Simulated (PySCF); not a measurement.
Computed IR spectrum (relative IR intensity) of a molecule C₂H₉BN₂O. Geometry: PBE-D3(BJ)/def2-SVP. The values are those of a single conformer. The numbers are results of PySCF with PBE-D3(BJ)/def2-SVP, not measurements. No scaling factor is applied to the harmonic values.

ν (cm⁻¹): 223 (vw), 268 (w), 313 (m), 354 (m), 396 (m), 419 (w), 477 (vw), 612 (w), 698 (vw), 961 (m), 1017 (w), 1202 (m), 1239 (w), 1357 (m), 1388 (m), 1394 (m), 1415 (w), 1419 (m), 1430 (w), 1498 (s), 1545 (vs), 2886 (m), 2897 (m), 2934 (m), 2948 (w), 3044 (w), 3064 (w), 3545 (w), 3649 (w), 3771 (w) (against the strongest line: vs over 80 %, s over 45 %, m over 15 %, w over 4 %, vw less)

Question: Which structure fits?
A) CN(C)B(N)O
B) CNB(O)NC
C) CNB(N)OC
D) CCNB(N)O

Answer: A, CN(C)B(N)O
